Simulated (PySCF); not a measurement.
Compound: C₅H₈O₄Si.
Numbering: `[O:1]=[C:2]([O:3][SiH3:4])[C:5](=[O:6])[O:7][CH:8]1[CH2:9][CH2:10]1`

Probes without a nucleus sit at each ring's centroid and 1 Å off its mean plane on both sides; NICS is minus the shielding there, NICSzz its component along the normal. Level: GIAO KT3/pcSseg-1 (PySCF, non-relativistic, gas phase) on the PBE0-D3(BJ)/def2-SVP geometry, one conformer.

Ring bond lengths (Å): C8–C9 1.491, C9–C10 1.505, C10–C8 1.488.

Q: Give the NICS values of each ring in ppm.

A: 
```csv
ring,type,NICS(0),"NICS(1), two faces","NICS(1)zz, two faces",rms pucker (Å),"centre to ring atoms, mean (Å)"
C8–C9–C10,3-membered carbocycle; formal bonds all single,-38.0,-8.3 / -6.4,-22.2 / -16.1,0.00,0.86
```

Q: What can be read from them?

A: 
- C8–C9–C10: mean NICS(1)zz -19.2 ppm, shielded. C8, C9, C10 have four or more neighbours; no verdict on aromaticity is drawn. The two faces differ by 6.1 ppm, so no symmetry operation interchanges them. NICS(0) lies 31 ppm below the mean NICS(1).

Q: What field does 1 T along the ring normal induce along that normal at the second NICS(1) probe listed for ring C8–C9–C10, 1 Å off the ring?

A: NICSzz × B0 = -16.1 ppm × 1 T = -16 μT, against the applied field.

Q: How do the values depend on the level or the medium?

A: 
```
                                   level  NICS(0), C8–C9–C10  mean NICS(1)zz, C8–C9–C10
                       KT3/pcSseg-1, gas               -38.0                      -19.2
                      PBE0/pcSseg-1, gas               -39.7                      -20.6
PBE0/pcSseg-1, IEF-PCM dimethylsulfoxide               -40.0                      -20.6
         PBE0/pcSseg-1, IEF-PCM methanol               -40.0                      -20.6
```

The geometry is the same throughout; the continuum's cavity takes Bondi-type radii × 1.2.

The values belong to the conformer `[O:1]=[C:2]([O:3][SiH3:4])[C:5](=[O:6])[O:7][CH:8]1[CH2:9][CH2:10]1`: O1–C2–O3–Si4 1°, O1–C2–C5–O6 177°, C2–C5–O7–C8 180°, C5–O7–C8–C9 -135°.
